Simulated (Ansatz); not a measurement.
Relaxation of Cl$_{4}$F$_{2}$HW (8 atoms, charge 0, multiplicity 2), to a largest force component of 0.03 eV/Å in at most 50 steps.

These are results of UKS PBE/def2-SVP in Ansatz, not measurements.

```xyz
8
Properties=species:S:1:pos:R:3:forces:R:3
W 0.167 0.000 -0.093 0.14 0.00 -0.36
F -0.020 0.000 1.759 0.00 0.00 0.38
Cl 2.528 0.000 0.000 0.02 0.00 0.00
Cl -0.206 2.262 -0.029 -0.03 0.01 0.00
H -1.560 0.000 -0.089 -0.09 0.00 -0.01
Cl -0.206 -2.262 -0.029 -0.03 -0.01 0.00
Cl -0.057 0.000 -2.367 0.00 0.00 -0.02
F 0.024 0.000 4.099 -0.01 0.00 0.00
```

Problem. Where does it end, and by what steps?

Solution. It converged. After 14 steps the energy has fallen by 0.255 eV; F8 moved furthest, 1.44 Å.

| step | energy less start (eV) | largest force component (eV/Å) | accepted |
| --- | --- | --- | --- |
| 0 | 0.0000 | 0.379 | yes |
| 1 | -0.0040 | 0.107 | yes |
| 2 | -0.0054 | 0.042 | yes |
| 3 | -0.0055 | 0.191 | yes |
| 4 | -0.0085 | 0.110 | yes |
| 5 | -0.0234 | 0.261 | yes |
| 6 | -0.0480 | 0.346 | yes |
| 7 | -0.0682 | 0.483 | yes |
| 8 | -0.1001 | 0.281 | yes |
| 9 | -0.1456 | 0.227 | yes |
| 10 | -0.1955 | 0.305 | yes |
| 11 | -0.2351 | 0.132 | yes |
| 12 | -0.2520 | 0.174 | yes |
| 13 | -0.2542 | 0.113 | yes |
| 14 | -0.2551 | 0.021 | yes |

```xyz
8
Properties=species:S:1:pos:R:3
W 0.250 0.000 -0.080
F 0.797 0.000 1.809
Cl 2.569 0.000 -0.199
Cl -0.307 2.210 0.036
H -1.095 0.000 0.953
Cl -0.307 -2.210 0.036
Cl -0.339 0.000 -2.296
F -0.897 0.000 2.990
```

Whether the end is a true minimum wasn't checked by a vibrational analysis.

Time of the run: 3.6 min on 4 threads of Arm Neoverse V1, with other jobs on the host, peak memory 0.45 GiB.
